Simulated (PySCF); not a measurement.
Ti(N(SiMe3)2)Cl3, C6H18Cl3NSi2Ti (singlet state).
SMILES: `C[Si](C)(C)[N]([Si](C)(C)C)[Ti]([Cl])([Cl])[Cl]`

Computed with PBE0-D3(BJ)/def2-SVP geometry optimisation, gas phase (PySCF).

Masses are those of the commonest isotopes; rigid-rotor values at the optimised geometry. 

**Question.** Give the principal moments of inertia and the rotational constants in GHz.

**Answer.** Ia = 1220.37, Ib = 1390.12, Ic = 1796.42 u·Å²; 505379 MHz·u·Å²/I gives 414.1, 363.5 and 281.3 MHz, that is A = 0.4141, B = 0.3635, C = 0.2813 GHz.

**Question.** Classify the top.

**Answer.** An asymmetric top: κ = (2 × 363.5 − 414.1 − 281.3)/(414.1 − 281.3) = 0.24.

**Question.** What does the inertial defect say?

**Answer.** Not planar: Δ = Ic − Ia − Ib = -814.07 u·Å². For a rigid frame Δ = −2 Σ m c², so Σ m c² = 407.03 u·Å² lies off the ab plane: 48.87 from hydrogen and 358.16 from heavier atoms. The atom farthest from that plane is 2.43 Å away.

**Question.** Give the other two planar moments, Paa and Pbb, and the rms extents of the mass along the axes.

**Answer.** Paa = Σ m a² = (Ib + Ic − Ia)/2 = 983.09 and Pbb = Σ m b² = (Ia + Ic − Ib)/2 = 813.33 u·Å². With the mass M = 312.95 u, the rms extents √(P/M) along a, b and c are 1.77, 1.61, 1.14 Å.

**Question.** List the rotational levels J(Ka,Kc) to J = 2 (K).

**Answer.** Above 0(0,0), as E/k:
J = 1: 1(0,1) 0.031, 1(1,1) 0.033, 1(1,0) 0.037
J = 2: 2(0,2) 0.091, 2(1,2) 0.091, 2(1,1) 0.103, 2(2,1) 0.110, 2(2,0) 0.113
The levels of one J sum to (2J + 1)J(J + 1)(A + B + C)/3.

**Question.** Which lines would a microwave search look for?

**Answer.** The dipole components are |μa| = 4.29 D, |μb| = 0.01 D, |μc| = 0.15 D. Intensities carry the squares of the components, which stand as 1.00 : 0.00 : 0.00 (a : b : c). Some of the stronger lines:

```json
{"type": "a", "branch": "Q", "J(Ka,Kc)": "4(2,2) ← 4(2,3)", "MHz": "398", "lower level (cm⁻¹)": "0.226"}
{"type": "a", "branch": "Q", "J(Ka,Kc)": "3(1,2) ← 3(1,3)", "MHz": "471", "lower level (cm⁻¹)": "0.123"}
{"type": "a", "branch": "Q", "J(Ka,Kc)": "4(1,3) ← 4(1,4)", "MHz": "706", "lower level (cm⁻¹)": "0.202"}
{"type": "a", "branch": "R", "J(Ka,Kc)": "2(1,2) ← 1(1,1)", "MHz": "1208", "lower level (cm⁻¹)": "0.023"}
{"type": "a", "branch": "R", "J(Ka,Kc)": "2(0,2) ← 1(0,1)", "MHz": "1241", "lower level (cm⁻¹)": "0.022"}
{"type": "a", "branch": "R", "J(Ka,Kc)": "3(1,3) ← 2(1,2)", "MHz": "1786", "lower level (cm⁻¹)": "0.063"}
{"type": "a", "branch": "R", "J(Ka,Kc)": "3(0,3) ← 2(0,2)", "MHz": "1799", "lower level (cm⁻¹)": "0.063"}
{"type": "a", "branch": "R", "J(Ka,Kc)": "3(2,2) ← 2(2,1)", "MHz": "1935", "lower level (cm⁻¹)": "0.077"}
{"type": "a", "branch": "R", "J(Ka,Kc)": "3(1,2) ← 2(1,1)", "MHz": "2011", "lower level (cm⁻¹)": "0.072"}
{"type": "a", "branch": "R", "J(Ka,Kc)": "3(2,1) ← 2(2,0)", "MHz": "2070", "lower level (cm⁻¹)": "0.078"}
{"type": "a", "branch": "R", "J(Ka,Kc)": "4(1,4) ← 3(1,3)", "MHz": "2354", "lower level (cm⁻¹)": "0.123"}
{"type": "a", "branch": "R", "J(Ka,Kc)": "4(2,3) ← 3(2,2)", "MHz": "2538", "lower level (cm⁻¹)": "0.141"}
{"type": "a", "branch": "R", "J(Ka,Kc)": "4(1,3) ← 3(1,2)", "MHz": "2589", "lower level (cm⁻¹)": "0.139"}
{"type": "a", "branch": "R", "J(Ka,Kc)": "4(2,2) ← 3(2,1)", "MHz": "2752", "lower level (cm⁻¹)": "0.147"}
{"type": "a", "branch": "R", "J(Ka,Kc)": "5(0,5) ← 4(0,4)", "MHz": "2918", "lower level (cm⁻¹)": "0.202"}
{"type": "a", "branch": "R", "J(Ka,Kc)": "5(2,4) ← 4(2,3)", "MHz": "3119", "lower level (cm⁻¹)": "0.226"}
{"type": "a", "branch": "R", "J(Ka,Kc)": "5(1,4) ← 4(1,3)", "MHz": "3138", "lower level (cm⁻¹)": "0.225"}
{"type": "a", "branch": "R", "J(Ka,Kc)": "5(3,3) ← 4(3,2)", "MHz": "3272", "lower level (cm⁻¹)": "0.246"}
{"type": "a", "branch": "R", "J(Ka,Kc)": "5(4,2) ← 4(4,1)", "MHz": "3329", "lower level (cm⁻¹)": "0.265"}
{"type": "a", "branch": "R", "J(Ka,Kc)": "5(4,1) ← 4(4,0)", "MHz": "3381", "lower level (cm⁻¹)": "0.266"}
{"type": "a", "branch": "R", "J(Ka,Kc)": "5(3,2) ← 4(3,1)", "MHz": "3460", "lower level (cm⁻¹)": "0.249"}
```

Not checked by PBE0-D3(BJ)/def2-SVP frequencies. No vibrational averaging or centrifugal distortion is included, and the geometry carries the error of its method. A rigid rotor knows nothing of internal rotation, which can split or shift real lines. Quadrupole hyperfine structure (14N, 35Cl) is left out.

Time: 26 min wall, 56 min CPU; peak memory 3.5 GiB. Hardware: Intel Xeon Platinum 8259CL at 2.50 GHz, 2 threads, shared host with 96 logical CPUs at a one-minute load of 75. These figures are those of the optimisation.
